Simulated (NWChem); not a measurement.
Everything below was run with NWChem. System: H$_{2}$OPb, charge 0, spin multiplicity 1, at a geometry optimised with PBE0/def2-SVP with def2 effective core potentials on Pb. The structure started from a generated list of species. Level: G0W0@PBE/def2-TZVPD with def2 effective core potentials on Pb, RI basis def2-tzvpd-rifit, no spin-orbit coupling.

The NWChem input:

```
start mol
memory heap 200 mb stack 700 mb global 1700 mb
geometry units angstroms nocenter noautoz
  Pb     0.125448     0.169469     0.000000
  H      1.552323    -1.054641     0.000000
  O     -1.357897    -1.328427     0.000000
  H     -0.975915    -2.214391     0.000000
  symmetry group Cs
end
basis spherical
  * library def2-tzvpd
end
ecp
  Pb library def2-ecp
end
basis "ri basis" bse spherical
  * library def2-tzvpd-rifit
end
dft
  xc xpbe96 cpbe96
  iterations 100
  direct
  tolerances tight
end
task dft energy
gw
  states alpha occ 4 vir 2
end
task dft gw
```

Output (cleaned and shortened):

```
             Northwest Computational Chemistry Package (NWChem) 7.3.0
             --------------------------------------------------------

                                NWChem Input Module
                                -------------------

 Scaling coordinates for geometry "geometry" by  1.889725989
 (inverse scale =  0.529177249)

 Turning off AUTOSYM since
 SYMMETRY directive was detected!

                             Geometry "geometry" -> ""
                             -------------------------

 Output coordinates in angstroms (scale by  1.889725989 to convert to a.u.)

  No.       Tag          Charge          X              Y              Z
 ---- ---------------- ---------- -------------- -------------- --------------
    1 Pb                  82.0000     0.12544800     0.16946900     0.00000000
    2 H                    1.0000     1.55232300    -1.05464100     0.00000000
    3 O                    8.0000    -1.35789700    -1.32842700     0.00000000
    4 H                    1.0000    -0.97591500    -2.21439100     0.00000000

 Effective nuclear repulsion energy (a.u.)     210.3029983910

            Nuclear Dipole moment (a.u.)
            ----------------------------
        X                 Y               Z
 ---------------- ---------------- ----------------
    -0.0000604712     0.0000188973     0.0000000000

      Symmetry information
      --------------------

 Group name             Cs
 Group number              2
 Group order               2
 No. of unique centers     4

      Symmetry unique atoms

     1    2    3    4


 Summary of "ao basis" -> "" (spherical)
 ------------------------------------------------------------------------------
       Tag                 Description            Shells   Functions and Types
 ---------------- ------------------------------  ------  ---------------------
 *                         def2-tzvpd                 on all atoms

 Summary of "ri basis" -> "" (spherical)
 ------------------------------------------------------------------------------
       Tag                 Description            Shells   Functions and Types
 ---------------- ------------------------------  ------  ---------------------
 *                      def2-tzvpd-rifit              on all atoms

  pbe96 is a nonlocal functional; adding pw91lda local functional.

                                 NWChem DFT Module
                                 -----------------

 Summary of "ao basis" -> "ao basis" (spherical)
 ------------------------------------------------------------------------------
       Tag                 Description            Shells   Functions and Types
 ---------------- ------------------------------  ------  ---------------------
 Pb                        def2-tzvpd               18       56   7s5p4d2f
 H                         def2-tzvpd                5        9   3s2p
 O                         def2-tzvpd               14       40   6s4p3d1f

 Summary of "ao basis" -> "ao basis" (spherical)
 ------------------------------------------------------------------------------
       Tag                 Description            Shells   Functions and Types
 ---------------- ------------------------------  ------  ---------------------
 Pb                        def2-tzvpd               18       56   7s5p4d2f
 H                         def2-tzvpd                5        9   3s2p
 O                         def2-tzvpd               14       40   6s4p3d1f

      Symmetry analysis of basis
      --------------------------
[...]
     5      0.294204  1 Pb s                 58     -0.290266  2 H  s
     6      0.263099  1 Pb s                 12     -0.240527  1 Pb py
    59     -0.241005  2 H  s                 18      0.238873  1 Pb py
     3     -0.231976  1 Pb s                 15      0.191392  1 Pb py
    11      0.171126  1 Pb px                17     -0.160908  1 Pb px

 Vector   17  Occ=0.000000D+00  E=-1.178215D-01  Symmetry=a"
              MO Center=  1.3D-01,  1.4D-01,  1.6D-14, r^2= 3.8D+00
   Bfn.  Coefficient  Atom+Function         Bfn.  Coefficient  Atom+Function
  ----- ------------  ---------------      ----- ------------  ---------------
    19      0.511800  1 Pb pz                13     -0.402664  1 Pb pz
    22      0.351757  1 Pb pz                16      0.333668  1 Pb pz
    74     -0.161633  3 O  pz                77     -0.133226  3 O  pz
    80     -0.125330  3 O  pz                10      0.083608  1 Pb pz
    83     -0.057569  3 O  pz                26      0.033751  1 Pb d  1

 Vector   18  Occ=0.000000D+00  E=-4.829382D-02  Symmetry=a'
              MO Center=  3.9D-02, -2.0D-01, -2.3D-15, r^2= 6.6D+00
   Bfn.  Coefficient  Atom+Function         Bfn.  Coefficient  Atom+Function
  ----- ------------  ---------------      ----- ------------  ---------------
    20      0.565430  1 Pb px                21      0.465526  1 Pb py
    71      0.402878  3 O  s                 17      0.388647  1 Pb px
     6     -0.375225  1 Pb s                  7     -0.264864  1 Pb s
    18      0.256284  1 Pb py                11     -0.231848  1 Pb px
    70      0.221448  3 O  s                 82      0.211131  3 O  py

 Vector   19  Occ=0.000000D+00  E=-1.765077D-02  Symmetry=a'
              MO Center=  2.6D-01,  5.9D-01,  1.9D-15, r^2= 9.5D+00
   Bfn.  Coefficient  Atom+Function         Bfn.  Coefficient  Atom+Function
  ----- ------------  ---------------      ----- ------------  ---------------
     7      1.435329  1 Pb s                 71     -0.938375  3 O  s
     6     -0.449651  1 Pb s                108      0.429932  4 H  s
     5     -0.388459  1 Pb s                  3      0.274483  1 Pb s
    17     -0.224974  1 Pb px                 2     -0.161615  1 Pb s
    40     -0.158834  1 Pb d  0              58      0.147261  2 H  s

 center of mass
 --------------
 x =   0.04140681 y =   0.08949869 z =   0.00000000

 moments of inertia (a.u.)
 ------------------
         141.969506475029        -119.872328674336           0.000000000000
        -119.872328674336         128.721361885448           0.000000000000
           0.000000000000           0.000000000000         270.690868360476

     Multipole analysis of the density
     ---------------------------------

     L   x y z        total         alpha         beta         nuclear
     -   - - -        -----         -----         ----         -------
     0   0 0 0     -0.000000    -16.000000    -16.000000     32.000000

     1   1 0 0      0.486435      7.355118      7.355118    -14.223801
     1   0 1 0      0.547589      9.881284      9.881284    -19.214980
     1   0 0 1     -0.000000     -0.000000     -0.000000      0.000000

     2   2 0 0    -30.536860    -48.228299    -48.228299     65.919738
     2   1 1 0      0.032078    -27.521438    -27.521438     55.074955
     2   1 0 1      0.000000      0.000000      0.000000      0.000000
     2   0 2 0    -25.252023    -49.703258    -49.703258     74.154493
     2   0 1 1      0.000000      0.000000      0.000000      0.000000
     2   0 0 2    -23.761588    -11.880794    -11.880794      0.000000

 Task  times  cpu:        9.0s     wall:        9.0s

                                NWChem Input Module
                                -------------------

                                 NWChem GW Module
                                 ----------------

                             ***********************
                             ***        GW       ***
                             ***********************

 Summary of "ri basis" -> "ri basis" (spherical)
 ------------------------------------------------------------------------------
       Tag                 Description            Shells   Functions and Types
 ---------------- ------------------------------  ------  ---------------------
 Pb                     def2-tzvpd-rifit            42      200   10s9p9d7f4g3h
 H                      def2-tzvpd-rifit            10       24   5s3p2d
 O                      def2-tzvpd-rifit            26       92   9s7p5d4f1g

                 Memory Information
                 ------------------
          Available GA per process is          1699.9 MBs
          Available stack per process is        700.0 MBs
          Available heap per process is           0.1 MBs

          Peak memory in Initialization
              Peak GA per process is                  6.3 MBs
              Peak stack per process is               0.1 MBs
              Peak heap per process is                6.7 MBs
              Memory not in MA per process            0.0 MBs

          Peak memory in AFF Calculation
              Peak GA per process is                 28.1 MBs
              Peak stack per process is              18.8 MBs
              Peak heap per process is                0.0 MBs
              Memory not in MA per process           18.8 MBs

          Computing 2-center integrals
          Computing Inverse Cholesky factor
          Computing 3-center integrals
          Computing V_xc ...

          Computing Sigma_x
          Computing RPA polarizability
          Solving quasiparticle equations

                  Alpha Orbitals
          State     Energy (eV)     Error (eV)
          -----------------------------------
@GW        13        -12.875           0.005
@GW        14         -9.551           0.002
@GW        15         -9.166           0.004
@GW        16         -8.787           0.002
@GW        17         -0.624           0.002
@GW        18          0.996           0.005

   Applying  -2.8095 eV scissor-shift to rest of particle states

   Applying   2.5824 eV scissor-shift to rest of hole states

     GW Timing Statistics
   ------------------------
   Init.   :          0.1s
     ERIs  :          0.5s
     Distr.:          0.0s
     Vxc   :          0.1s
   Sigma_x :          0.0s
   RPA     :          0.4s
   Wmn     :          0.0s
   Sigma_c :          0.0s
   GW total:          1.1s

 Task  times  cpu:        1.1s     wall:        1.1s

 Total times  cpu:       10.2s     wall:       10.2s
```
